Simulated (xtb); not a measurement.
CrO2F2, SMILES [O]=[Cr](=[O])([F])[F], multiplicity 1. All values are semi-empirical tight-binding results from xtb (GFN2-xTB unless named), good for trends rather than for accurate numbers. Geometry: GFN2-xTB. The multiplicity is an assumed one; other spin states were not compared. The isomer is the one that the SMILES or the coordinates give; other isomers of the formula were not compared.

Optimised geometry:

Bonds (Å): Cr1–O2 1.548, Cr1–O3 1.548, Cr1–F4 1.670, Cr1–F5 1.670. Bond angles (°): O2–Cr1–O3 111.5, O2–Cr1–F4 108.7, O2–Cr1–F5 108.7, O3–Cr1–F4 108.7, O3–Cr1–F5 108.7, F4–Cr1–F5 110.4.

For metal compounds this method's bond lengths and energies can be far off.

```json
{
 "point_group_as_xtb_finds_it": "C2v",
 "orbital_gap": "3.02 eV",
 "zero_point_energy": "6.5 kcal/mol",
 "G − E(el) at 298.15 K (modified RRHO)": "-11.4 kcal/mol"
}
```

Give the atomic charges and the Wiberg bond orders between heavy atoms. (Estimate from the structure and the level; the computed values follow.)

charges (e) Cr1 0.81, O2 -0.26, O3 -0.26, F4 -0.15, F5 -0.15. Bond orders Cr1–O2 2.25, Cr1–O3 2.25, Cr1–F4 1.24, Cr1–F5 1.24.
